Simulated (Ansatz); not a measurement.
Ansatz (an electronic-structure program) input (CCSD(T)/def2-SVPD):

Ansatz 0.2 input:
```yaml
crystal:
  periodic: [false, false, false]
  atoms:
    - {symbol: Sn, position_ang: [-0.00349532, -0.01260940, 0.62871775]}
    - {symbol: Cl, position_ang: [1.19244980, 1.38873918, -0.89050383]}
    - {symbol: Cl, position_ang: [-1.18216943, -1.35165270, -0.95866602]}
basis:
  gaussian:
    orbitals: def2-SVPD
magnetization: {spin_polarized: false}
correlation: {method: ccsd_t, electrons: outside_noble_gas}
output: {forces: true}
```

End of the output:

```
cycle   4  -10.45161336 eV  change    4.2e-3 eV  update   3.7e-3
cycle   5  -10.45002105 eV  change    1.6e-3 eV  update   1.4e-3
cycle   6  -10.45002490 eV  change   -3.9e-6 eV  update   5.2e-4
cycle   7  -10.45006425 eV  change   -3.9e-5 eV  update   1.8e-4
cycle   8  -10.45008557 eV  change   -2.1e-5 eV  update   6.0e-5
cycle   9  -10.45008399 eV  change    1.6e-6 eV  update   1.8e-5
cycle  10  -10.45007807 eV  change    5.9e-6 eV  update   6.2e-6
cycle  11  -10.45007827 eV  change   -2.0e-7 eV  update   2.3e-6
perturbative correction -0.32744368 eV, -0.0120333334 hartree
the calculation of the forces begins
Total energy: -30819.21443897 eV, -1132.5852406182 hartree
Atom 0 at    -0.003495    -0.012609     0.628718 Å, force    -0.003781    -0.013639     0.680046 eV/Å
Atom 1 at     1.192450     1.388739    -0.890504 Å, force     0.250079     0.293237    -0.332899 eV/Å
Atom 2 at    -1.182169    -1.351653    -0.958666 Å, force    -0.246298    -0.279598    -0.347147 eV/Å
Dipole moment:    -0.003940    -0.014215     0.708779 e Å
```
